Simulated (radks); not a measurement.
Problem. These are the eigenvalues of the occupied orbitals of an atom or ion with whole-number occupations (eV). All-electron calculation, scalar-relativistic Kohn-Sham, exchange-only LDA, spin-polarised, spherical densities, point nucleus. Program: a radial shooting solver on a logarithmic mesh with Libxc functionals.

orbital  eigenvalue
1s        -69415.06
2s        -13630.80
2p        -12209.78
3s        -4612.839
3p        -4188.317
3d        -3709.774
4s        -2239.143

Which element is it, and in what charge state? The configuration may be excited. Open shells, if any, are filled with parallel spins first.

Solution. Z = 73, tantalum, charge +43: Ta43+ in [Ar] 3d10 4s2. The list shows which subshells hold electrons but not how many an open one holds; the 1s level, -2551 hartree, gives Z - s = 71.4 by -(Z - s)^2/2, which with screening and relativity narrows Z to a few neighbours, and the depths of the outer levels then fix element, charge and occupations together.
